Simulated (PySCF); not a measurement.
Predicted microwave data (CAM-B3LYP/def2-SVPD in PySCF (dipole) on a GFN2-xTB geometry, gas phase) for one isomer of C4H10OSSi:

- Rotational constants: A = 2447, B = 1222, C = 1084 MHz
- Dipole components: |μa| = 1.96 D, |μb| = 0.92 D, |μc| = 0.59 D
- Inertial defect: -153.86 u·Å²
- κ: -0.80

Question: Which candidate fits, each taken in the one conformer that was computed?
A. `[CH3:1][C@H:2]([SH:3])[C:4](=[O:5])[CH2:6][SiH3:7]` with C1–C2–S3–H -63°, C1–C2–C4–O5 25°, C2–C4–C6–Si7 91°
B. `[CH2:1]=[CH:2][Si@@H:3]([SH:4])[O:5][CH2:6][CH3:7]` with C1–C2–Si3–S4 61°, C2–Si3–S4–H 55°, C2–Si3–O5–C6 -170°, Si3–O5–C6–C7 156°
C. `[CH3:1][O:2][C@@H:3]1[C@H:4]([CH3:5])[Si@@H:6]1[SH:7]` with C1–O2–C3–C4 -89°, C4–Si6–S7–H -62°
D. `[CH2:1]=[C:2]([CH3:3])[Si@:4]([CH3:5])([OH:6])[SH:7]` with C1–C2–Si4–C5 109°, C2–Si4–O6–H -56°, C2–Si4–S7–H 172°
E. `[CH3:1][CH2:2][Si:3]1([OH:4])[CH2:5][S:6][CH2:7]1` with C1–C2–Si3–O4 -59°, C2–Si3–O4–H -178°

Answer: C. It is CO[C@@H]1[C@H](C)[Si@@H]1S, an asymmetric top, point group C1. The candidates at the same level (rigid rotor, commonest isotopes):

```json
{"SMILES": "C=C(C)[Si@](C)(O)S", "A (MHz)": "1937", "B (MHz)": "1401", "C (MHz)": "1171", "μa (D)": "0.95", "μb (D)": "0.60", "μc (D)": "0.07", "Δ (u·Å²)": "-189.80", "point group": "C1", "rotor": "asymmetric top"}
{"SMILES": "CO[C@@H]1[C@H](C)[Si@@H]1S", "A (MHz)": "2447", "B (MHz)": "1222", "C (MHz)": "1084", "μa (D)": "1.96", "μb (D)": "0.92", "μc (D)": "0.59", "Δ (u·Å²)": "-153.86", "point group": "C1", "rotor": "asymmetric top"}
{"SMILES": "C=C[Si@@H](S)OCC", "A (MHz)": "2322", "B (MHz)": "1084", "C (MHz)": "814.7", "μa (D)": "0.69", "μb (D)": "0.98", "μc (D)": "0.23", "Δ (u·Å²)": "-63.43", "point group": "C1", "rotor": "asymmetric top"}
{"SMILES": "C[C@H](S)C(=O)C[SiH3]", "A (MHz)": "2784", "B (MHz)": "974.8", "C (MHz)": "908.6", "μa (D)": "0.90", "μb (D)": "0.97", "μc (D)": "1.68", "Δ (u·Å²)": "-143.74", "point group": "C1", "rotor": "near-prolate asymmetric top"}
{"SMILES": "CC[Si]1(O)CSC1", "A (MHz)": "3309", "B (MHz)": "1089", "C (MHz)": "1030", "μa (D)": "1.46", "μb (D)": "0.43", "μc (D)": "0.05", "Δ (u·Å²)": "-126.15", "point group": "C1", "rotor": "near-prolate asymmetric top"}
```

`CC[Si]1(O)CSC1` has A 35 % too high; `C=C(C)[Si@](C)(O)S` has A 21 % too low; `C[C@H](S)C(=O)C[SiH3]` has B 20 % too low; `C=C[Si@@H](S)OCC` has C 25 % too low. No structure here is proved a minimum.
